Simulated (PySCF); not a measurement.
Job file and geometry (Å, from GFN2-xTB) of an NMR shielding run on `CCS[SiH2]C1=CC[C@@H]1F`, C$_{6}$H$_{11}$FSSi, GIAO PBE0/pcSseg-1 NMR shielding, non-relativistic, gas phase in PySCF; density fitting, a coarse starting grid and PySCF grid level 2 are the driver's defaults:

```
$ OMP_NUM_THREADS=1 python probes_run.py task.json out

{"job": {"kind": "nmr", "xc": "PBE0", "basis": "pcSseg-1"}, "charge": 0, "multiplicity": 1}
C     -3.665125    -0.205472     0.233663
C     -2.911486    -0.512910    -1.044429
S     -1.235123    -1.176081    -0.730967
Si    -0.195414     0.597082    -0.122064
C      1.600288     0.114857    -0.097357
C      2.319573    -1.008587    -0.212984
C      3.644572    -0.357522     0.060055
C      2.834753     0.959055     0.127032
F      2.896439     1.624695     1.326700
H     -4.683832     0.097176    -0.002260
H     -3.700952    -1.086763     0.869830
H     -3.182235     0.599229     0.783310
H     -2.809454     0.371816    -1.672024
H     -3.416526    -1.293914    -1.611782
H     -0.643259     1.031815     1.200274
H     -0.461878     1.628844    -1.126923
H      2.058066    -2.026027    -0.436423
H      4.096793    -0.626265     1.013293
H      4.393695    -0.416277    -0.728898
H      3.055957     1.695928    -0.650475
```

**Question.** Write the output of this run.

**Answer.** 
```
coarse grid: 17672 points
cycle   1  E = -1021.9168118163  dE =  1.056e+00  |g| = 5.637e-01  |ddm| = 4.051e+00
cycle   2  E = -1021.8960737374  dE =  2.074e-02  |g| = 6.989e-01  |ddm| = 1.065e+00
cycle   3  E = -1021.9836053883  dE = -8.753e-02  |g| = 6.715e-02  |ddm| = 5.694e-01
cycle   4  E = -1021.9841766825  dE = -5.713e-04  |g| = 3.555e-02  |ddm| = 7.601e-02
cycle   5  E = -1021.9844372599  dE = -2.606e-04  |g| = 4.680e-03  |ddm| = 3.455e-02
cycle   6  E = -1021.9844420366  dE = -4.777e-06  |g| = 1.643e-03  |ddm| = 6.357e-03
final grid: 161616 points
cycle   7  E = -1022.0481916710  dE = -4.356e-05  |g| = 1.012e-02  |ddm| = 3.528e-02
cycle   8  E = -1022.0481749592  dE =  1.671e-05  |g| = 1.345e-02  |ddm| = 2.049e-02
cycle   9  E = -1022.0482165013  dE = -4.154e-05  |g| = 1.124e-03  |ddm| = 1.151e-02
cycle  10  E = -1022.0482166953  dE = -1.940e-07  |g| = 2.712e-04  |ddm| = 1.035e-03
cycle  11  E = -1022.0482167070  dE = -1.172e-08  |g| = 4.988e-05  |ddm| = 2.272e-04
cycle  12  E = -1022.0482167075  dE = -5.173e-10  |g| = 2.169e-05  |ddm| = 8.502e-05
converged SCF energy = -1022.0482167075

GIAO shielding tensors (ppm)
atom      isotropic    diamagn.    paramagn.     s11        s22        s33       span
  0 C      166.219     247.302     -81.083    147.771    165.338    185.547     37.776
  1 C      157.351     252.558     -95.207    139.447    158.303    174.304     34.857
  2 S      665.541    1062.176    -396.635    505.059    595.590    895.973    390.914
  3 Si     394.677     882.473    -487.796    350.729    383.966    449.338     98.609
  4 C       33.534     254.886    -221.352    -70.096     27.384    143.313    213.410
  5 C       20.952     252.578    -231.627   -111.561     14.468    159.949    271.510
  6 C      141.986     261.820    -119.834    133.378    138.501    154.077     20.699
  7 C       95.256     243.677    -148.421     60.442     82.803    142.524     82.083
  8 F      366.204     471.694    -105.490    349.017    371.077    378.518     29.501
  9 H       30.326      26.287       4.039     25.438     27.039     38.502     13.064
 10 H       30.386      29.428       0.958     26.385     28.771     36.003      9.618
 11 H       30.321      30.322      -0.001     25.232     30.718     35.013      9.781
 12 H       29.179      32.019      -2.840     23.539     28.546     35.451     11.912
 13 H       29.016      30.729      -1.713     22.460     27.830     36.758     14.298
 14 H       26.392      30.943      -4.551     21.903     26.252     31.023      9.120
 15 H       26.759      31.075      -4.316     23.153     25.496     31.628      8.475
 16 H       24.387      33.569      -9.182     21.093     23.947     28.120      7.027
 17 H       28.696      29.428      -0.732     26.009     27.175     32.905      6.896
 18 H       28.611      28.669      -0.058     25.679     26.603     33.552      7.874
 19 H       26.255      28.686      -2.431     23.630     25.743     29.392      5.761
```

**Question.** Turn these shieldings into chemical shifts. Shifts are taken against calculated references (same method and geometry level): 13C (σref 186.93), 29Si (σref 349.16), 1H (σref 31.72) against TMS; 33S (σref 503.73) against CS2; 19F (σref 170.95) vs CFCl3.

**Answer.** Averaging equivalent atoms: C 5: 166.0; C 4: 153.4; C 7: 91.7; C 6: 44.9; C 1: 29.6; C 0: 20.7; S 2: -162; Si 3: -45.5; F 8: -195.3; H 16: 7.33; H 19: 5.46; H 14: 5.32; H 15: 4.96; H 18: 3.11; H 17: 3.02; H 13: 2.70; H 12: 2.54; H 9/10/11: 1.37 ppm. Unscaled 19F shifts against computed CFCl3 carry errors that often reach 10 to 50 ppm.

Size and cost of the density-fitted run: 222 basis functions, 45 s wall time on 1 thread of an Arm Neoverse V2, shared host; peak memory 1 GiB.
